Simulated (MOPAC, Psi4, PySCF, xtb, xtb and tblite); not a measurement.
Two geometries of octyltrichlorosilane, SMILES CCCCCCCC[Si](Cl)(Cl)Cl (C₈H₁₇Cl₃Si), singlet, relaxed at GFN2-xTB with one dihedral held; other torsions can differ between them too.

Structure A

```
29

C      3.6093     0.3351    -5.2128
C      3.3679     0.6683    -3.7449
C      1.9314     1.1526    -3.4819
C      1.1840     0.2600    -2.4930
C     -0.2444     0.7420    -2.2519
C     -0.9918    -0.1524    -1.2658
C     -2.4173     0.3357    -1.0205
C     -3.1603    -0.5701    -0.0331
Si    -4.9465    -0.0124     0.3272
Cl    -4.9469     1.8449     1.1278
Cl    -5.8195    -1.2907     1.6332
Cl    -6.0255     0.0162    -1.3831
H      4.6290    -0.0129    -5.3636
H      3.4523     1.2135    -5.8351
H      2.9286    -0.4467    -5.5428
H      4.0824     1.4325    -3.4342
H      3.5669    -0.2216    -3.1445
H      1.3768     1.1739    -4.4222
H      1.9445     2.1728    -3.0936
H      1.1589    -0.7619    -2.8788
H      1.7233     0.2432    -1.5428
H     -0.2203     1.7635    -1.8655
H     -0.7843     0.7617    -3.2014
H     -0.4494    -0.1755    -0.3176
H     -1.0208    -1.1729    -1.6550
H     -2.3860     1.3545    -0.6299
H     -2.9567     0.3623    -1.9691
H     -2.5929    -0.6088     0.8993
H     -3.1658    -1.5877    -0.4295
```

Structure B

```
29

C     -4.2124     0.6277    -2.7185
C     -3.2569     0.7537    -3.8995
C     -1.8634     1.2452    -3.5057
C     -1.1503     0.3303    -2.5124
C      0.2872     0.7803    -2.2616
C      1.0024    -0.1214    -1.2585
C      2.4375     0.3335    -1.0053
C      3.1496    -0.5817    -0.0038
Si     4.9454    -0.0636     0.3685
Cl     4.9819     1.7941     1.1672
Cl     5.7800    -1.3596     1.6823
Cl     6.0373    -0.0613    -1.3337
H     -5.2125     0.3824    -3.0691
H     -3.8920    -0.1566    -2.0381
H     -4.2633     1.5649    -2.1680
H     -3.1681    -0.2176    -4.3925
H     -3.6779     1.4537    -4.6250
H     -1.2555     1.3281    -4.4100
H     -1.9457     2.2452    -3.0724
H     -1.1460    -0.6909    -2.9015
H     -1.6888     0.3245    -1.5637
H      0.2834     1.8061    -1.8856
H      0.8382     0.7775    -3.2049
H      0.4514    -0.1202    -0.3150
H      1.0090    -1.1467    -1.6361
H      2.4282     1.3563    -0.6241
H      2.9851     0.3379    -1.9495
H      2.5732    -0.5990     0.9237
H      3.1344    -1.6024    -0.3919
```

Q: Which is lower in energy at the level Psi4 with B3LYP-D3(BJ)/def2-SVP // GFN2-xTB, and by how much?

A: B is lower, by 2.75 kcal/mol (dihedral C4–C3–C2–C1: 120° in A, 60° in B).

E(B) − E(A) in kcal/mol at the other levels, on the same two geometries: GFN2-xTB (xtb and tblite) -1.86; B3LYP/def2-SVP // GFN2-xTB (Psi4) -2.38; PBE/def2-SVP // GFN2-xTB (Psi4) -2.47; PBE-D3(BJ)/def2-SVP // GFN2-xTB (Psi4) -2.70; AM1, restricted, heats of formation // GFN2-xTB (MOPAC) -0.71; PM7, restricted, heats of formation // GFN2-xTB (MOPAC) -0.75; GFN1-xTB // GFN2-xTB (xtb) -1.59; restricted B3LYP/6-31G*, spherical d, density fitting // GFN2-xTB (PySCF) -2.28; restricted Hartree-Fock/3-21G, density fitting // GFN2-xTB (PySCF) -2.57; restricted BP86/6-31G*, spherical d, density fitting // GFN2-xTB (PySCF) -2.24.
